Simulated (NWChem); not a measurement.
# C₂H₇AlN₂; SMILES C=[CH][Al]([NH2])[NH2]

```xyz
12

Al     0.0310     0.4649     0.0004
C      0.7398    -1.3525     0.0014
C     -0.0233    -2.4562    -0.0011
H      1.8267    -1.5260     0.0038
H      0.3965    -3.4708    -0.0007
H     -1.1202    -2.4108    -0.0037
N      1.1479     1.8476    -0.0008
H      2.1576     1.7619     0.0000
H      0.8924     2.8280    -0.0028
N     -1.7240     0.7481     0.0003
H     -2.1775     1.6540    -0.0001
H     -2.4280     0.0197     0.0014
```
Atoms are numbered in this order, from 1.

The geometry was optimised at PBE0/def2-SVP. Not confirmed as a minimum by frequencies.

Problem. Give the principal values of the shielding tensors (ppm) of Al1, C2, C3, N7, N10 from BHandHLYP/pcSseg-1, GIAO (NWChem), with their diamagnetic and paramagnetic parts as GIAO splits them.

Solution. 
```
atom     σ11    σ22    σ33  isotropic  diamagnetic  paramagnetic
----  ------  -----  -----  ---------  -----------  ------------
Al1    378.0  421.5  442.6      414.0        796.5        -382.5
C2     -90.1   25.5  180.7       38.7        256.2        -217.5
C3    -110.3   49.5  160.0       33.1        255.8        -222.7
N7     234.5  255.1  281.1      256.9        317.1         -60.2
N10    243.8  260.6  281.9      262.1        317.2         -55.1
```
